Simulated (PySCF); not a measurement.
# La⁴⁰⁺: ionisation energy

La⁴⁰⁺ [Ne] 3s2 3p5 (2P) → La⁴¹⁺ [Ne] 3s2 3p4 (3P), as a difference of total energies. Calculation: PySCF 2.14, in an even-tempered Gaussian basis (18 s from 7.3 bohr⁻², ratio 2.5; 12 p from 9.5 bohr⁻², ratio 2.5; 4 d from 42 bohr⁻², ratio 2.7; 4 f from 63 bohr⁻², ratio 2.7); scalar relativity by spin-free X2C-1e. Correlated levels: outer shells: 1s2 frozen; virtual orbitals above 40 to 60 times the deepest correlated orbital energy dropped. The calculations carry no spin-orbit coupling.

```json
{"method": "UHF", "ionisation energy (eV)": "3067.6"}
{"method": "LDA", "ionisation energy (eV)": "3069.7"}
{"method": "PBE", "ionisation energy (eV)": "3070.2"}
{"method": "PBE0", "ionisation energy (eV)": "3070.1"}
{"method": "r2SCAN", "ionisation energy (eV)": "3070.4"}
{"method": "TPSSh", "ionisation energy (eV)": "3070.2"}
{"method": "PBEsol", "ionisation energy (eV)": "3069.6"}
{"method": "MP2 (outer shells)", "ionisation energy (eV)": "3068.7"}
{"method": "SCS-MP2 (outer shells)", "ionisation energy (eV)": "3068.6"}
```

Spin-orbit coupling is strong in these open shells (close to jj coupling). The scalar numbers leave it out and a first-order estimate fails, so it can dominate the gap to the real levels.

Breit and QED terms and the two-electron picture change are absent.

For comparison: 3036 ± 4 eV (theoretical estimate listed by NIST; NIST Atomic Spectra Database, ionization energies).
